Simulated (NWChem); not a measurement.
System: fluoroethane (C₂H₅F); SMILES CCF

NWChem input:

```
start job
memory heap 200 mb stack 900 mb global 1100 mb
geometry units angstroms noautoz
  C      1.171971    -0.137915     0.263385
  C     -0.321671    -0.396630     0.214401
  F     -0.947517     0.597079    -0.534284
  H      1.676303    -0.914974     0.849476
  H      1.595099    -0.136495    -0.746431
  H      1.378859     0.832955     0.725425
  H     -0.760832    -0.390386     1.220183
  H     -0.544144    -1.364037    -0.253561
end
basis spherical
  * library sto-3g
end
dft
  xc hfexch
  iterations 150
  mulliken
end
task dft energy
```

Output (shortened):

```
             Northwest Computational Chemistry Package (NWChem) 7.3.0
             --------------------------------------------------------

 CS  symmetry detected

                             Geometry "geometry" -> ""
                             -------------------------

 Output coordinates in angstroms (scale by  1.889725989 to convert to a.u.)

  No.       Tag          Charge          X              Y              Z
 ---- ---------------- ---------- -------------- -------------- --------------
    1 C                    6.0000     0.27846805    -1.18184178     0.00000000
    2 C                    6.0000    -0.55287207     0.08669002     0.00000000
    3 F                    9.0000     0.28516783     1.19905648     0.00000000
    4 H                    1.0000    -0.37062948    -2.06521304     0.00000000
    5 H                    1.0000     0.91796005    -1.22222760    -0.88782693
    6 H                    1.0000     0.91796005    -1.22222760     0.88782693
    7 H                    1.0000    -1.19268844     0.14453524     0.88978526
    8 H                    1.0000    -1.19268844     0.14453524    -0.88978526

 Effective nuclear repulsion energy (a.u.)      79.0013979939

      Symmetry information
      --------------------

 Group name             Cs
 Group number              2
 Group order               2
 No. of unique centers     6

  xc_inp: hfexch multiplicative factor not found.

                                 NWChem DFT Module
                                 -----------------

 Summary of "ao basis" -> "ao basis" (spherical)
 ------------------------------------------------------------------------------
       Tag                 Description            Shells   Functions and Types
 ---------------- ------------------------------  ------  ---------------------
 C                           sto-3g                  3        5   2s1p
 F                           sto-3g                  3        5   2s1p
 H                           sto-3g                  1        1   1s

      Symmetry analysis of basis
      --------------------------

        a'         15
        a"          5

            General Information
            -------------------
          SCF calculation type: DFT
          Wavefunction type:  closed shell.
          No. of atoms     :     8
          No. of electrons :    26
           Alpha electrons :    13
            Beta electrons :    13
          Charge           :     0
          Spin multiplicity:     1
          Use of symmetry is: on ; symmetry adaption is: on
          Maximum number of iterations: 150
          AO basis - number of functions:    20
                     number of shells:    14
          Convergence on energy requested:  1.00D-06
          Convergence on density requested:  1.00D-05
          Convergence on gradient requested:  5.00D-04

              XC Information
              --------------
                     Hartree-Fock (Exact) Exchange  1.000

      Superposition of Atomic Density Guess
      -------------------------------------

 Sum of atomic energies:        -174.69083710

      Non-variational initial energy
      ------------------------------

 Total energy =    -175.018333
 1-e energy   =    -399.687081
 2-e energy   =     145.667351
 HOMO         =      -0.249035
 LUMO         =       0.460262

      Symmetry analysis of molecular orbitals - initial
      -------------------------------------------------

  Numbering of irreducible representations:

     1 a'          2 a"

  Orbital symmetries:

     1 a'          2 a'          3 a'          4 a'          5 a'
     6 a'          7 a'          8 a"          9 a'         10 a"
    11 a'         12 a"         13 a'         14 a'         15 a"
    16 a'         17 a'         18 a'         19 a'         20 a"

     ---------------------------------------------
      Total Density - Mulliken Population Analysis
     ---------------------------------------------

    Atom       Charge   Shell Charges
 -----------   ------   -------------------------------------------------------
    1 C    6     6.16   1.99  1.30  2.87
    2 C    6     5.57   1.99  1.23  2.35
    3 F    9     9.44   2.00  1.93  5.51
    4 H    1     0.94   0.94
    5 H    1     0.96   0.96
    6 H    1     0.96   0.96
    7 H    1     0.99   0.99
    8 H    1     0.99   0.99

   convergence    iter        energy       DeltaE   RMS-Dens  Diis-err
 ---------------- ----- ----------------- --------- --------- ---------
 d= 0,ls=0.0,diis     1   -175.6843663366 -2.55D+02  3.36D-02  3.09D-01
 d= 0,ls=0.0,diis     2   -175.7483421318 -6.40D-02  7.27D-03  2.16D-02
 d= 0,ls=0.0,diis     3   -175.7519348103 -3.59D-03  3.01D-03  1.24D-03
 d= 0,ls=0.0,diis     4   -175.7522968472 -3.62D-04  3.45D-04  1.63D-05
 d= 0,ls=0.0,diis     5   -175.7523016766 -4.83D-06  5.04D-05  3.91D-07
 d= 0,ls=0.0,diis     6   -175.7523017851 -1.08D-07  5.33D-06  7.83D-09

         Total DFT energy =     -175.752301785080
      One electron energy =     -399.760156613880
           Coulomb energy =      167.422197474909
    Exchange-Corr. energy =      -22.415740639974
 Nuclear repulsion energy =       79.001397993865

 Numeric. integr. density =        0.000000000000

                  Occupations of the irreducible representations
                  ----------------------------------------------

                     irrep           alpha         beta
                     --------     --------     --------
                     a'               10.0         10.0
                     a"                3.0          3.0

                       DFT Final Molecular Orbital Analysis
                       ------------------------------------

 Vector   11  Occ=2.000000D+00  E=-4.817108D-01  Symmetry=a'
              MO Center=  1.2D-02, -2.9D-01, -2.6D-15, r^2= 2.6D+00
   Bfn.  Coefficient  Atom+Function         Bfn.  Coefficient  Atom+Function
  ----- ------------  ---------------      ----- ------------  ---------------
    14      0.415579  3 F  py                16     -0.380033  4 H  s
    13      0.313947  3 F  px                 3      0.303344  1 C  px
     8     -0.277543  2 C  px                 4      0.253488  1 C  py
     9     -0.240077  2 C  py                12      0.177479  3 F  s
    17      0.170302  5 H  s                 18      0.170302  6 H  s

 Vector   12  Occ=2.000000D+00  E=-4.040873D-01  Symmetry=a"
              MO Center= -1.3D-01,  7.0D-01,  2.3D-16, r^2= 1.6D+00
   Bfn.  Coefficient  Atom+Function         Bfn.  Coefficient  Atom+Function
  ----- ------------  ---------------      ----- ------------  ---------------
    15      0.805876  3 F  pz                19     -0.321931  7 H  s
    20      0.321931  8 H  s                 10     -0.282136  2 C  pz
    17     -0.130733  5 H  s                 18      0.130733  6 H  s
     5      0.127562  1 C  pz

 Vector   13  Occ=2.000000D+00  E=-4.038471D-01  Symmetry=a'
              MO Center=  7.8D-02,  5.4D-01,  1.8D-17, r^2= 1.6D+00
   Bfn.  Coefficient  Atom+Function         Bfn.  Coefficient  Atom+Function
  ----- ------------  ---------------      ----- ------------  ---------------
    13      0.634108  3 F  px                14     -0.519810  3 F  py
     4     -0.309979  1 C  py                 8     -0.205576  2 C  px
     9      0.197462  2 C  py                 3      0.183787  1 C  px
    19      0.163154  7 H  s                 20      0.163154  8 H  s
     2     -0.126983  1 C  s                 16      0.111689  4 H  s

 Vector   14  Occ=0.000000D+00  E= 5.606858D-01  Symmetry=a'
              MO Center= -1.8D-01, -2.2D-02,  8.5D-18, r^2= 1.8D+00
   Bfn.  Coefficient  Atom+Function         Bfn.  Coefficient  Atom+Function
  ----- ------------  ---------------      ----- ------------  ---------------
     9      0.629518  2 C  py                 8      0.585888  2 C  px
    14      0.532750  3 F  py                16      0.525091  4 H  s
    12     -0.385310  3 F  s                 13      0.374179  3 F  px
     4      0.309819  1 C  py                 3      0.300809  1 C  px
    17     -0.235514  5 H  s                 18     -0.235514  6 H  s

 Vector   15  Occ=0.000000D+00  E= 6.248457D-01  Symmetry=a"
              MO Center= -1.8D-01, -5.0D-01, -1.6D-16, r^2= 2.3D+00
   Bfn.  Coefficient  Atom+Function         Bfn.  Coefficient  Atom+Function
  ----- ------------  ---------------      ----- ------------  ---------------
    10      0.744196  2 C  pz                 5      0.682005  1 C  pz
    19     -0.632708  7 H  s                 20      0.632708  8 H  s
    17      0.600442  5 H  s                 18     -0.600442  6 H  s
    15     -0.102937  3 F  pz

 Vector   16  Occ=0.000000D+00  E= 6.856687D-01  Symmetry=a'
              MO Center= -1.5D-01, -5.3D-01,  4.2D-17, r^2= 1.2D+00
   Bfn.  Coefficient  Atom+Function         Bfn.  Coefficient  Atom+Function
  ----- ------------  ---------------      ----- ------------  ---------------
     9      0.795456  2 C  py                 4      0.704982  1 C  py
     3     -0.699250  1 C  px                 8     -0.627605  2 C  px
     2      0.419620  1 C  s                  7     -0.367444  2 C  s
    17      0.215617  5 H  s                 18      0.215617  6 H  s
    19     -0.210963  7 H  s                 20     -0.210963  8 H  s

     ---------------------------------------------
      Total Density - Mulliken Population Analysis
     ---------------------------------------------

    Atom       Charge   Shell Charges
 -----------   ------   -------------------------------------------------------
    1 C    6     6.19   1.99  1.19  3.01
    2 C    6     5.97   1.99  1.18  2.80
    3 F    9     9.16   2.00  1.95  5.21
    4 H    1     0.94   0.94
    5 H    1     0.93   0.93
    6 H    1     0.93   0.93
    7 H    1     0.94   0.94
    8 H    1     0.94   0.94

     -------------------------------------------
      Total Density - Lowdin Population Analysis
     -------------------------------------------

[...]
```

Level: Hartree-Fock/STO-3G. Coordinates come from a B3LYP/6-31G* (spherical d) optimisation.
